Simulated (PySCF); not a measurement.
Tl(OH)3 at several levels of theory

Computed with PySCF 2.14.0 (density fitting, no spin-orbit coupling) at the geometry relaxed with PBE0:

```xyz
7
Tl(OH)3 (singlet)
Tl    0.0000    0.0000    0.2530
O     2.0468    0.3388    0.2517
H     2.4759   -0.5278    0.2593
O    -1.3168    1.6031    0.2517
H    -0.7809    2.4081    0.2593
O    -0.7299   -1.9420    0.2517
H    -1.6950   -1.8803    0.2593
```

```csv
level,basis,state,HOMO (eV),gap (eV),charge on Tl1 (e),dipole about the centre of mass (D),largest force component (eV/Å)
PBE0,"Tl def2-SVP with ECP60, O def2-SVP, H def2-SVP",singlet,-8.35,5.67,0.78,0.04,0.00
BLYP,the same,singlet,-6.38,2.98,0.58,0.03,0.97
PBE0,"Tl def2-TZVP with ECP60, O def2-TZVP, H def2-TZVP",singlet,-8.69,5.74,0.94,0.04,0.38
```

Charges are Mulliken's, which hang on the basis. The relaxation used the grid (50, 194), these runs (75, 302) or, all-electron (x2c bases, spin-free X2C Hamiltonian), (99, 590).

Problem. What does r2SCAN with Tl def2-SVP with ECP60, O def2-SVP, H def2-SVP give here?

Solution. state singlet, HOMO (eV) -6.97, gap (eV) 3.54, charge on Tl1 (e) 0.74, dipole about the centre of mass (D) 0.04, largest force component (eV/Å) 0.31. Time: 4.4 s on 2 threads of Arm Neoverse V2, on a shared host, from an already converged density.

In the first row's basis the gap widens with exact exchange: 3.0 to 3.5 eV for BLYP, r2SCAN (none); 5.7 eV for PBE0 (a fixed share).
